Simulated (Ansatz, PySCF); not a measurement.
Barrier from R1 to the saddle point P1, each structure at its B3LYP-D3(BJ)/def2-TZVP stationary point, reached from a drawn start; harmonic modes at that level show the others as minima.
R1, H3Si (SMILES [SiH3]) (charge 0, multiplicity 2):
```xyz
4

Si     0.00000     0.00000     0.34127
H      1.41130     0.00000    -0.11372
H     -0.70565     1.22222    -0.11372
H     -0.70565    -1.22222    -0.11372
```
P1, H3Si, a first-order saddle point (one imaginary mode, 700i cm⁻¹) (charge 0, multiplicity 2):
```xyz
4

Si     0.000     0.000     0.000
H      1.467     0.000     0.000
H     -0.733     1.270     0.000
H     -0.733    -1.270     0.000
```

P less R. No zero-point or thermal terms; open shells are unrestricted. No path was followed down from the saddle.

Codes used: Ansatz (Gaussian orbitals); PySCF for the D3/D4 terms. Each number belongs to the level named beside it.

Task: One of these levels gives 6.07 kcal/mol for the barrier height. Name it.
A) B3LYP/def2-TZVPP
B) PBE/def2-TZVPP
C) BHLYP-D3(BJ)/def2-TZVPP
D) BLYP/def2-TZVPP

Result: C, BHLYP-D3(BJ)/def2-TZVPP. The others give 4.20 (PBE/def2-TZVPP), 4.78 (BLYP/def2-TZVPP), 5.21 (B3LYP/def2-TZVPP)

Ansatz is a program for electronic structure.
